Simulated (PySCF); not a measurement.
CH5ClFNSi. Atoms are numbered in the order given.

```xyz
10

N     -2.4950     0.1603     0.8010
C     -1.4577    -0.5964     0.1092
Si     0.2441     0.1420     0.3436
F      0.1645     1.6845    -0.1631
Cl     1.6845    -0.8167    -0.7737
H     -2.3427     0.1678     1.8077
H     -2.5011     1.1316     0.4955
H     -1.6868    -0.6434    -0.9696
H     -1.4685    -1.6461     0.4493
H      0.6750     0.1831     1.7652
```

Geometry optimised at PBE0-D3(BJ)/def2-SVP. The structure was generated by enumeration; whether it is a known compound was not checked. Other conformers were not sampled.

Computed with r2SCAN/def2-TZVP (PySCF).

ESP charges are fitted to the potential on shells at 1.4 to 2.0 van der Waals radii. Atomic charges (e):

```json
[
 {"atom": "N1", "Löwdin": "-0.16", "ESP fit": "-0.89"},
 {"atom": "C2", "Löwdin": "-0.47", "ESP fit": "0.23"},
 {"atom": "Si3", "Löwdin": "-0.14", "ESP fit": "0.17"},
 {"atom": "F4", "Löwdin": "-0.01", "ESP fit": "-0.19"},
 {"atom": "Cl5", "Löwdin": "0.23", "ESP fit": "-0.12"},
 {"atom": "H6", "Löwdin": "0.15", "ESP fit": "0.35"},
 {"atom": "H7", "Löwdin": "0.15", "ESP fit": "0.37"},
 {"atom": "H8", "Löwdin": "0.14", "ESP fit": "0.06"},
 {"atom": "H9", "Löwdin": "0.14", "ESP fit": "0.04"},
 {"atom": "H10", "Löwdin": "-0.04", "ESP fit": "-0.01"}
]
```

Computed Mayer and Wiberg (Löwdin basis) orders of the bonds:
```
bond     Mayer  Wiberg
-------  -----  ------
N1–C2     0.97    1.48
C2–Si3    1.03    1.16
Si3–F4    1.07    1.68
Si3–Cl5   1.16    1.84
N1–H6     0.94    0.96
N1–H7     0.93    0.95
C2–H8     0.93    0.86
C2–H9     0.93    0.86
Si3–H10   0.93    0.92
```
